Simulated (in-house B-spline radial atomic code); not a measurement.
Ionisation energies along the 3-electron series, configuration [He] 2s1, as differences of self-consistent energies. Dirac energy differences include first-order Breit, QED and recoil terms. NIST's values go from ground level to ground level; the uncertainty of those that are theory runs from under 0.1 % in few-electron ions to several per cent in heavy many-electron ones. Computed with a radial B-spline atomic code at the basis-set limit: Dirac-Hartree-Fock, average of the configuration, finite nuclei.

| ion | configuration after | ionisation energy (eV) | IE/(q+1)² (eV) | -ε less Coulomb ΔSCF (eV) | Breit and QED recoil part (eV) | tabulated value (eV) | tabulated kind | computed minus tabulated (eV) |
| --- | --- | --- | --- | --- | --- | --- | --- | --- |
| Er65+ | 1s2 | 16274.0 | 3.736 | 0.020779 | -26.746 | 16274.56 | tabulated theory | -1 |
| Tm66+ | 1s2 | 16813.9 | 3.7456 | 0.021225 | -28.173 | 16814.34 | tabulated theory | 0 |
| Yb67+ | 1s2 | 17364.9 | 3.7554 | 0.021687 | -29.658 | 17365.44 | tabulated theory | -1 |
| Lu68+ | 1s2 | ? | ? | ? | ? | ? | tabulated theory | ? |
| Hf69+ | 1s2 | 18501.8 | 3.7759 | 0.022669 | -32.816 | 18502.32 | tabulated theory | -1 |
| Ta70+ | 1s2 | 19087.9 | 3.7865 | 0.023191 | -34.494 | 19088.51 | tabulated theory | -1 |
| W71+ | 1s2 | 19686.2 | 3.7975 | 0.023733 | -36.238 | 19686.74 | tabulated theory | -1 |
| Re72+ | 1s2 | 20296.9 | 3.8088 | 0.024298 | -38.054 | 20297.4 | tabulated theory | -1 |
| Os73+ | 1s2 | 20920.0 | 3.8203 | 0.024887 | -39.941 | 20920.6 | tabulated theory | -1 |
| Ir74+ | 1s2 | ? | ? | ? | ? | ? | tabulated theory | ? |
| Pt75+ | 1s2 | 22205.1 | 3.8444 | 0.026142 | -43.946 | 22205.7 | tabulated theory | -1 |
| Au76+ | 1s2 | ? | ? | ? | ? | ? | tabulated theory | ? |
| Hg77+ | 1s2 | 23543.5 | 3.8697 | 0.027509 | -48.273 | 23544.1 | tabulated theory | -1 |

Q: Fill in the row of Lu68+.

A: ionisation energy (eV): 17927.5; IE/(q+1)² (eV): 3.7655; -ε less Coulomb ΔSCF (eV): 0.022169; Breit and QED recoil part (eV): -31.207; tabulated value (eV): 17928.05; computed minus tabulated (eV): -1.

Q: Fill in the row of Ir74+.

A: ionisation energy (eV): 21556.0; IE/(q+1)² (eV): 3.8322; -ε less Coulomb ΔSCF (eV): 0.025502; Breit and QED recoil part (eV): -41.904; tabulated value (eV): 21556.6; computed minus tabulated (eV): -1.

Q: Fill in the row of Au76+.

A: ionisation energy (eV): 22867.5; IE/(q+1)² (eV): 3.8569; -ε less Coulomb ΔSCF (eV): 0.026811; Breit and QED recoil part (eV): -46.068; tabulated value (eV): 22868.1; computed minus tabulated (eV): -1.
